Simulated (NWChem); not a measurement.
System: C$_{2}$H$_{8}$OSi; SMILES O([SiH2]C)C

NWChem input:

```
start job
memory heap 200 mb stack 900 mb global 1100 mb
geometry units angstroms noautosym nocenter noautoz
  Si     0.481019     0.490683    -0.001216
  C     -0.575349     2.025113    -0.000948
  O     -0.547054    -0.822465    -0.000105
  C     -0.124875    -2.154947    -0.001148
  H      1.365665     0.444170    -1.212125
  H      1.367721     0.445102     1.208215
  H      0.054931     2.928129    -0.003334
  H     -1.221316     2.052573    -0.891482
  H     -1.217971     2.054914     0.891918
  H      0.480875    -2.401350    -0.893816
  H     -1.010093    -2.809840    -0.004810
  H      0.475658    -2.404193     0.894231
end
basis spherical
  Si library def2-svp
  C library def2-svp
  O library def2-svp
  H library def2-svp
end
dft
  xc m05-2x
  iterations 150
end
cosmo
  do_cosmo_smd true
  solvent meg
end
task dft energy
```

Output (shortened):

```
             Northwest Computational Chemistry Package (NWChem) 7.3.0
             --------------------------------------------------------

                             Geometry "geometry" -> ""
                             -------------------------

 Output coordinates in angstroms (scale by  1.889725989 to convert to a.u.)

  No.       Tag          Charge          X              Y              Z
 ---- ---------------- ---------- -------------- -------------- --------------
    1 Si                  14.0000     0.48101900     0.49068300    -0.00121600
    2 C                    6.0000    -0.57534900     2.02511300    -0.00094800
    3 O                    8.0000    -0.54705400    -0.82246500    -0.00010500
    4 C                    6.0000    -0.12487500    -2.15494700    -0.00114800
    5 H                    1.0000     1.36566500     0.44417000    -1.21212500
    6 H                    1.0000     1.36772100     0.44510200     1.20821500
    7 H                    1.0000     0.05493100     2.92812900    -0.00333400
    8 H                    1.0000    -1.22131600     2.05257300    -0.89148200
    9 H                    1.0000    -1.21797100     2.05491400     0.89191800
   10 H                    1.0000     0.48087500    -2.40135000    -0.89381600
   11 H                    1.0000    -1.01009300    -2.80984000    -0.00481000
   12 H                    1.0000     0.47565800    -2.40419300     0.89423100

 Effective nuclear repulsion energy (a.u.)     176.8496020377

                                 NWChem DFT Module
                                 -----------------

 Summary of "ao basis" -> "ao basis" (spherical)
 ------------------------------------------------------------------------------
       Tag                 Description            Shells   Functions and Types
 ---------------- ------------------------------  ------  ---------------------
 Si                         def2-svp                 8       18   4s3p1d
 C                          def2-svp                 6       14   3s2p1d
 O                          def2-svp                 6       14   3s2p1d
 H                          def2-svp                 3        5   2s1p

 in cosmo_initialize ...
 calling solv_data for solv:meg

 solvent parameters
 solvname_short: meg
 solvname_long:  1,2-ethanediol
 dielec:       40.2450
 dielecinf:     2.0501
 nonaqueous SMD model solvent descriptors
 dielec:       40.2450
 sola:          0.5800
 solb:          0.7800
 solc:          0.0000
 solg:         69.0700
 solh:          0.0000
 soln:          1.4318

          ---------------
          -cosmo- solvent
          ---------------
 Cosmo: York-Karplus, doi: 10.1021/jp992097l
 dielectric constant -eps-     =  40.24
 screen = (eps-1)/(eps    )    =   0.97515
 surface charge correction     = lagrangian

   van der Waals surface
 --------------------------

[...]

                                COSMO-SMD solvation results
                                ---------------------------

             internal energy in gas <Psi(g)|H|Psi(g)> =      -445.523391860359
         internal energy in solvent <Psi(s)|H|Psi(s)> =      -445.522615624245
                               delta internal energy  =         0.000776236113 (    0.49 kcal/mol)
   total free energy in solvent <Psi(s)|H+V/2|Psi(s)> =      -445.529181675433
 polarization energy contribution <Psi(s)|V/2|Psi(s)> =        -0.006566051187 (   -4.12 kcal/mol)
    total free energy in solvent including G(SMD-CDS) =      -445.523598412756
                       G(SMD-CDS) energy contribution =         0.005583262676 (    3.50 kcal/mol)
     1 M fixed-concentration free energy of solvation =        -0.000206552397 (   -0.13 kcal/mol)

                       DFT Final Molecular Orbital Analysis
                       ------------------------------------

 Vector   19  Occ=2.000000D+00  E=-3.968111D-01
              MO Center= -3.7D-01, -4.0D-01, -2.3D-03, r^2= 4.3D+00
   Bfn.  Coefficient  Atom+Function         Bfn.  Coefficient  Atom+Function
  ----- ------------  ---------------      ----- ------------  ---------------
    36      0.322433   3 O  px               91      0.246426  11 H  s
    39      0.241898   3 O  px               50     -0.239550   4 C  px
    23      0.229848   2 C  py                9     -0.220145   1 Si py
    22     -0.166024   2 C  px               12     -0.131460   1 Si py
    26      0.123865   2 C  py                6      0.122088   1 Si py

 Vector   20  Occ=2.000000D+00  E=-3.711921D-01
              MO Center= -3.8D-02,  2.8D-01, -2.5D-03, r^2= 3.8D+00
   Bfn.  Coefficient  Atom+Function         Bfn.  Coefficient  Atom+Function
  ----- ------------  ---------------      ----- ------------  ---------------
    36      0.336426   3 O  px               39      0.264475   3 O  px
    23     -0.245680   2 C  py                8     -0.210798   1 Si px
    22      0.185951   2 C  px               26     -0.160375   2 C  py
    61     -0.160491   5 H  s                66     -0.159731   6 H  s
    50     -0.147131   4 C  px               21      0.145829   2 C  s

 Vector   21  Occ=2.000000D+00  E=-3.513098D-01
              MO Center=  2.3D-01, -6.5D-01,  7.7D-04, r^2= 3.0D+00
   Bfn.  Coefficient  Atom+Function         Bfn.  Coefficient  Atom+Function
  ----- ------------  ---------------      ----- ------------  ---------------
    38      0.463301   3 O  pz               41      0.368746   3 O  pz
    62      0.210253   5 H  s                67     -0.210620   6 H  s
    61      0.205289   5 H  s                66     -0.205814   6 H  s
    96     -0.175029  12 H  s                86      0.173927  10 H  s
    52     -0.170201   4 C  pz               10     -0.127094   1 Si pz

 Vector   22  Occ=0.000000D+00  E= 8.092718D-02
              MO Center=  6.8D-01,  1.0D-01, -1.6D-03, r^2= 4.6D+00
   Bfn.  Coefficient  Atom+Function         Bfn.  Coefficient  Atom+Function
  ----- ------------  ---------------      ----- ------------  ---------------
    12      1.182964   1 Si py               49      0.876010   4 C  s
    21     -0.796249   2 C  s                35      0.619994   3 O  s
    11      0.420632   1 Si px               87     -0.422003  10 H  s
    97     -0.420738  12 H  s                92     -0.287735  11 H  s
    25     -0.242265   2 C  px               54     -0.234556   4 C  py

 Vector   23  Occ=0.000000D+00  E= 1.028504D-01
              MO Center= -1.1D-01,  1.0D+00, -1.5D-04, r^2= 5.5D+00
   Bfn.  Coefficient  Atom+Function         Bfn.  Coefficient  Atom+Function
  ----- ------------  ---------------      ----- ------------  ---------------
    21      2.245219   2 C  s                11      1.229402   1 Si px
    77     -0.673302   8 H  s                82     -0.674434   9 H  s
    72     -0.588808   7 H  s                12     -0.534645   1 Si py
    62     -0.509815   5 H  s                67     -0.508492   6 H  s
     4     -0.434696   1 Si s                35      0.419585   3 O  s

 Vector   24  Occ=0.000000D+00  E= 1.432501D-01
              MO Center=  7.5D-03, -1.8D+00, -1.8D-03, r^2= 7.4D+00
   Bfn.  Coefficient  Atom+Function         Bfn.  Coefficient  Atom+Function
  ----- ------------  ---------------      ----- ------------  ---------------
    49      2.286119   4 C  s                92     -1.197881  11 H  s
    87     -1.021191  10 H  s                97     -1.023247  12 H  s
    21      0.698972   2 C  s                 3      0.431329   1 Si s
     4     -0.419012   1 Si s                35     -0.383864   3 O  s
    11     -0.360499   1 Si px               77     -0.344716   8 H  s

     Multipole analysis of the density
     ---------------------------------

     L   x y z        total         alpha         beta         nuclear
     -   - - -        -----         -----         ----         -------
     0   0 0 0     -0.000000    -21.000000    -21.000000     42.000000

     1   1 0 0      0.227377      1.576374      1.576374     -2.925371
     1   0 1 0     -0.074350      0.132576      0.132576     -0.339503
     1   0 0 1     -0.000723      0.038985      0.038985     -0.078694

     2   2 0 0    -26.367200    -41.582025    -41.582025     56.796850
     2   1 1 0     -0.695862      2.448240      2.448240     -5.592342
     2   1 0 1      0.000972      0.007256      0.007256     -0.013540
     2   0 2 0    -20.708657   -185.512423   -185.512423    350.316190
     2   0 1 1      0.001524      0.003890      0.003890     -0.006256
     2   0 0 2    -25.631378    -23.739419    -23.739419     21.847460
```

Level: M05-2X/def2-SVP, SMD on the gas-phase geometry. Geometry: optimised at PBE0/def2-SVP. Solvent: ethylene glycol.
